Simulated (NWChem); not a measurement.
System: C5H10; SMILES CC1(C)CC1

NWChem input:

```
start job
memory heap 200 mb stack 900 mb global 1100 mb
geometry units angstroms
  C      0.000000    -1.270497    -0.967264
  C      0.000000     0.000000    -0.149658
  C      0.000000     1.270497    -0.967264
  C     -0.751793     0.000000     1.153219
  C      0.751793     0.000000     1.153219
  H     -0.890114    -1.324195    -1.615903
  H      0.000000    -2.163900    -0.324359
  H      0.890114    -1.324195    -1.615903
  H      0.000000     2.163900    -0.324359
  H     -0.890114     1.324195    -1.615903
  H      0.890114     1.324195    -1.615903
  H     -1.267004     0.917679     1.452525
  H     -1.267004    -0.917679     1.452525
  H      1.267004     0.917679     1.452525
  H      1.267004    -0.917679     1.452525
end
basis spherical
  * library def2-svp
end
dft
  xc xpbe96 cpbe96
  iterations 150
end
driver
  maxiter 120
end
task dft optimize
task dft freq
```

The level has its own optimisation; frequencies are unscaled. Brackets give each atom's bonded neighbours.

**Question.** Give the results of this calculation. (PBE/def2-SVP.) Quantities: r C–C [C(CCCC)–C(CHHH)] (Å); r C–H [C(CHHH)–H(C)] (Å); r C–C [C(CCCC)–C(CCHH)] (Å); r C–C [C(CCHH)–C(CCHH)] (Å); highest harmonic frequency (cm⁻¹); lowest (cm⁻¹); zero-point energy (kcal/mol); dipole (D).

**Answer.** 
```
Property                           Value
---------------------------------  -----
r C–C [C(CCCC)–C(CHHH)] (Å)        1.520
r C–H [C(CHHH)–H(C)] (Å)           1.110
r C–C [C(CCCC)–C(CCHH)] (Å)        1.516
r C–C [C(CCHH)–C(CCHH)] (Å)        1.515
highest harmonic frequency (cm⁻¹)   3149
lowest (cm⁻¹)                        217
zero-point energy (kcal/mol)        83.4
dipole (D)                          0.15
```
